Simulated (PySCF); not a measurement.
C3H5Cl2F, SMILES CCC(F)(Cl)Cl.

Geometry optimised at ωB97X-D3(BJ)/def2-SVP. Other conformers were not sampled.

Vertical ionisation energy (IE) and electron affinity (EA) in eV. Rows of orbital energies are one-electron estimates. Where ΔSCF, EOM or ADC give a negative EA the extra electron is unbound and the value depends on the basis.

```tsv
level	IE	EA
−ε(HOMO), −ε(LUMO), HF/def2-TZVP (PySCF)	12.20	-3.72
−ε(HOMO), −ε(LUMO), PBE/def2-TZVP (PySCF)	7.37	1.25
```
